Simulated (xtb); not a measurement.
A run for xtb: GFN-FF on H2S (SMILES S).

```
$ xtb mol.xyz --gfnff --sp --chrg 0 --uhf 0
3

S      0.12225187     0.46331974     0.72926504
H      0.65053172     0.15305370     1.92706212
H      1.24509591     0.13301200     0.07201142
```

Output:

```
[...]
           -------------------------------------------------
          |                Calculation Setup                |
           -------------------------------------------------



          ==================== Thresholds ====================
          CN  :   150.00000
          rep :   500.00000
          disp:  2500.00000
          HB1 :   250.00000
          HB2 :   450.00000

          Pauling EN used:
          Z : 1  EN :  2.20
          Z :16  EN :  2.58
          electric field strengths (au): 0.000

           -------------------------------------------------
          |           Force Field Initialization            |
           -------------------------------------------------

          distances ...
          ----------------------------------------
          generating topology and atomic info file ...
          pair mat ...
          computing topology distances matrix with Floyd-Warshall algo ...
          making topology EEQ charges ...
          #fragments for EEQ constrain: 1
          ----------------------------------------
          generating topology and atomic info file ...
          pair mat ...
          computing topology distances matrix with Floyd-Warshall algo ...
          making topology EEQ charges ...
          #fragments for EEQ constrain: 1
          rings ...
          # BATM   0
          # H in HB   2

  atom   neighbors  erfCN metchar sp-hybrid imet pi  qest     coordinates
    1  S       2    1.92   0.00         3    0    0  -0.171    0.231023    0.875547    1.378111
    2  H       1    0.98   0.00         0    0    0   0.086    1.229327    0.289230    3.641620
    3  H       1    0.98   0.00         0    0    0   0.086    2.352890    0.251356    0.136082

          #atoms :   3
          #bonds :   2
          #angl  :   1
          #tors  :   0
          #nmol  :   1
          #optfrag :   1
           -------------------------------------------------
          |                   G F N - F F                   |
          |          A general generic force-field          |
          |                  Version 1.0.3                  |
           -------------------------------------------------
          Number of HB bonds (bound hydrogen)     0
          Number of HB bonds (unbound hydrogen)   0
          Number of XB bonds                      0

 E+G (total)                   0 d,  0 h,  0 min,  0.000 sec
 distance/D3 list               ...        0 min,  0.000 sec (  1.326%)
 non bonded repulsion           ...        0 min,  0.000 sec ( 21.470%)
 dCN                            ...        0 min,  0.000 sec (  2.342%)
 EEQ energy and q               ...        0 min,  0.000 sec ( 18.269%)
 D3                             ...        0 min,  0.000 sec ( 12.891%)
 EEQ gradient                   ...        0 min,  0.000 sec (  7.778%)
 bonds                          ...        0 min,  0.000 sec (  7.525%)
 bend and torsion               ...        0 min,  0.000 sec (  5.953%)
 bonded ATM                     ...        0 min,  0.000 sec (  0.871%)
 HB/XB (incl list setup)        ...        0 min,  0.000 sec ( 11.363%)

         :::::::::::::::::::::::::::::::::::::::::::::::::::::
         ::                     SUMMARY                     ::
         :::::::::::::::::::::::::::::::::::::::::::::::::::::
         :: total energy              -0.248226804624 Eh    ::
         :: gradient norm              0.010868378830 Eh/a0 ::
         ::.................................................::
         :: bond energy               -0.251565868653 Eh    ::
         :: angle energy               0.002038346643 Eh    ::
         :: torsion energy             0.000000000000 Eh    ::
Note: The following floating-point exceptions are signalling: IEEE_UNDERFLOW_FLAG IEEE_DENORMAL
normal termination of xtb
         :: repulsion energy           0.008458579567 Eh    ::
         :: electrostat energy        -0.006797216979 Eh    ::
         :: dispersion energy         -0.000360645203 Eh    ::
         :: HB energy                  0.000000000000 Eh    ::
         :: XB energy                  0.000000000000 Eh    ::
         :: bonded atm energy          0.000000000000 Eh    ::
         :: external energy            0.000000000000 Eh    ::
         :: add. restraining           0.000000000000 Eh    ::
         :: total charge               0.000000000000 e     ::
         :::::::::::::::::::::::::::::::::::::::::::::::::::::

           -------------------------------------------------
          |                Property Printout                |
           -------------------------------------------------

molecular dipole:
                 x           y           z       tot (Debye)
 q only:        0.333      -0.129       0.109       0.949

           -------------------------------------------------
          | TOTAL ENERGY               -0.248226804624 Eh   |
          | GRADIENT NORM               0.010868378830 Eh/α |
           -------------------------------------------------
########################################################################
[WARNING] Runtime exception occurred
-1- gfnff_setup: Could not read topology file.
########################################################################

------------------------------------------------------------------------
------------------------------------------------------------------------
 total:
 SCF:
```

The run finished.

Cost: roughly 0.04 core-seconds.
